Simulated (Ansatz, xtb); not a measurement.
**BrF2H3Si2: which of two isomers lies lower**

Structure a is `F[Si](F)([SiH3])Br`, a singlet and structure b is `F[SiH](F)[SiH2]Br`, a singlet. Both are isolated molecules in the gas phase, relaxed with PBE0-D3(BJ)/pcseg-1, each in the lowest conformer that the search found.

Quicker runs give these differences E(b) − E(a): GFN2-xTB −0.394 eV; HF/STO-3G +0.334 eV (at GFN2-xTB geometries); r2SCAN-D4/def2-SVP +0.306 eV (at GFN2-xTB geometries).

Q: Which of the two would you expect CCSD(T)/def2-SVP + ΔMP2/def2-TZVPP electronic energies to favour?

A: Structure a; the calculation gives E(b) − E(a) = +0.183 eV.

Level by level:

```
                             level             geometry  E(b) − E(a) (eV)  departure from the last row (eV)  job, with rough time for the two
                          GFN2-xTB             GFN2-xTB              −0.394                            −0.576              optimisation, 0.32 s
                         HF/STO-3G             GFN2-xTB              +0.334                            +0.151               single point, 0.8 s
                r2SCAN-D4/def2-SVP             GFN2-xTB              +0.306                            +0.123                 single point, 5 s
               PBE0-D3(BJ)/pcseg-1  PBE0-D3(BJ)/pcseg-1              +0.192                            +0.009                optimisation, 91 s
                       HF/def2-SVP  PBE0-D3(BJ)/pcseg-1              +0.116                            −0.067           part of the CCSD(T) run
                      MP2/def2-SVP  PBE0-D3(BJ)/pcseg-1              +0.201                            +0.018           part of the CCSD(T) run
                  CCSD(T)/def2-SVP  PBE0-D3(BJ)/pcseg-1              +0.201                            +0.019                      single point
CCSD(T)/def2-SVP + ΔMP2/def2-TZVPP  PBE0-D3(BJ)/pcseg-1              +0.183                                                  single point, 53 s
```

As drawn, both hold the same kinds of bond in the same numbers.

GFN2-xTB puts the two in the other order. The largest departure from CCSD(T)/def2-SVP + ΔMP2/def2-TZVPP is that of GFN2-xTB, 0.576 eV. The last row adds to CCSD(T) the change of the MP2 difference between the two basis sets, here −0.019 eV.

With harmonic frequencies from PBE0-D3(BJ)/pcseg-1 (ideal gas, rigid rotor, one conformer each, 600 K, 1 atm): on the last row, ΔE + ΔZPE = +0.209 eV. A mode under 50 cm⁻¹ makes harmonic enthalpies and free energies unreliable, so none is given.

The correlated steps freeze 21 core orbitals; the filled d shell of Br is correlated, in a basis made for valence electrons. Programs: Ansatz 0.2.0, xtb 6.7.1; the last row on 2 threads of Intel(R) Xeon(R) Platinum 8259CL CPU @ 2.50GHz (Skylake/Cascade Lake) on a shared host.
